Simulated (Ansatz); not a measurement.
`C[Se]B(Cl)Cl` + H–F → `FB(Cl)Cl` + `C[SeH]` at 700 K and 1 bar (ligand exchange at a B–Se bond).

Program: Ansatz. Geometries: PBE0-D4/def2-TZVP. ΔE: electronic, gas phase. CCSD(T)/CBS is the MP2 limit (def2-TZVPP, def2-QZVPP) plus CCSD(T) − MP2 in def2-TZVPP, frozen cores. This one scheme is used for every species. For Se outer-core shells are correlated without core-valence functions, which leaves a few kJ/mol of doubt a bond. Scalar relativity is left out up to krypton. One conformer a species, not always the lowest.

```
       species  CCSD(T)/CBS energy (Eh)  H − E (kJ/mol)  S (J/(mol·K))
`C[Se]B(Cl)Cl`              -3385.02344           186.6          463.2
           H–F               -100.39570            45.2          198.5
    `FB(Cl)Cl`              -1044.28221            65.1          344.7
      `C[SeH]`              -2441.15625           157.6          325.3
```

H − E and S are ideal-gas, rigid-rotor, harmonic terms from PBE0-D4/def2-TZVP, for one conformer and one mirror image of each species. 1 Eh = 2625.50 kJ/mol, R = 8.31446 J/(mol·K).

**Question.** By hand: ΔE, ΔH, ΔS and ΔG.

**Answer.** ΔE = (-1044.28221) + (-2441.15625) − (-3385.02344) − (-100.39570) = -0.01932 Eh = -50.7 kJ/mol. Δ(H − E) = 65.1 + 157.6 − 186.6 − 45.2 = -9.1, so ΔH = -59.8 kJ/mol. ΔS = 344.7 + 325.3 − 463.2 − 198.5 = 8.3 J/(mol·K). ΔG = -59.8 − 700 × (8.3)/1000 = -65.6 kJ/mol.

**Question.** By hand: the equilibrium constant, and the temperature at which ΔG would vanish if ΔH and ΔS stayed fixed.

**Answer.** log₁₀ K = −ΔG/(RT ln 10) = 4.9. ΔH and −TΔS have one sign here, so there is no such temperature.

The number of gas molecules stays the same, so ΔS is small and ΔH decides. A doubt of 5 kJ/mol in ΔE shifts log₁₀ K by 0.4 here. Other conformers and mirror images would add mixing entropy, several J/(mol·K) or more a flexible species. These are equilibria of isolated gas molecules and say nothing of rates. Largest T1 diagnostic: 0.012 (customary marks: 0.02 for closed shells, 0.045 for open ones).

ΔS is within the doubt of such terms, so its sign, and with it that verdict, could turn.
